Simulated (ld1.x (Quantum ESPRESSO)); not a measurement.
**B (Z = 5) PAW: all-electron and pseudo phase curves**

ld1.x (Quantum ESPRESSO) 7.5 input, shortened:

```
&input
   title='B', zed=5., rel=1, dft='PBE', iswitch=3,
   config='[He] 2s1.5 2p1.5 3d-2'
 /
 &inputp
   pseudotype=3, lpaw=.true., tm=.true., lloc=-1, rcloc=1.25,
   nlcc=.true., new_core_ps=.true., rcore=0.65,
   which_augfun='BESSEL', rmatch_augfun=0.75
 /
6
2S  1  0   1.50   0.00  0.90  1.25  0.0
2S  1  0   0.00   0.05  0.90  1.25  0.0
2P  2  1   1.50   0.00  2.40  2.80  0.0
2P  2  1   0.00   0.15  2.40  2.80  0.0
3D  3  2  -2.00   0.50  2.05  2.30  0.0
3D  3  2  -2.00   1.75  2.05  2.30  0.0
 &test
   configts(1)='2s1.5 2p1.5'
 /
```

The phase is arctan(r·u′/u) with u = r·R(r), unwrapped; energies in Ry, scanned from -3 to 5 Ry. A pole is an energy at which the radial function vanishes at the test radius. The pseudo phase is shifted by a multiple of π to meet the all-electron one at the reference energy, and phase errors are pseudo minus all-electron; the curves can meet again beyond the range given. Levels narrower than the energy grid can be missing from the lists of poles.

| channel | radius (bohr) | reference energy (Ry) | poles, all-electron | poles, pseudo | unbroken range about the reference energy with phases within 0.05 rad | phase error 1 Ry above the reference energy (rad) |
| --- | --- | --- | --- | --- | --- | --- |
| s | 3.03 | -0.71 | -0.41, 3.73 | -0.41, 3.72 | the whole range | -0.000 |
| p | 3.03 | -0.28 | 0.08, 3.52 | 0.08, 3.41 | below 4.3 | -0.000 |
| d | 3.03 | 0.50 | 2.26 | 2.26 | the whole range | +0.000 |

The ghost test of this file was not conclusive. Its overlap operator is not positive definite in a basis up to 400 Ry (lowest eigenvalue d -1.00), so the file is unfit for use: the generalised eigenproblem breaks down once the basis is large enough, and its test numbers describe a broken file.

Phases in the p channel:

| E (Ry) | all-electron | pseudo |
| --- | --- | --- |
| -3.00 | 1.372 | 1.372 |
| -2.52 | 1.351 | 1.351 |
| -2.04 | 1.322 | 1.322 |
| -1.56 | 1.275 | 1.276 |
| -1.08 | 1.181 | 1.181 |
| -0.60 | 0.806 | 0.806 |
| -0.12 | -1.354 | -1.354 |
| 0.36 | -1.724 | -1.724 |
| 0.84 | -1.940 | -1.940 |
| 1.32 | -2.475 | -2.478 |
| 1.80 | -3.950 | -3.959 |
| 2.28 | -4.443 | -4.449 |
| 2.76 | -4.596 | -4.604 |
| 3.24 | -4.677 | -4.688 |
| 3.72 | -4.735 | -4.753 |
| 4.20 | -4.787 | -4.826 |
| 4.68 | -4.848 | -4.956 |
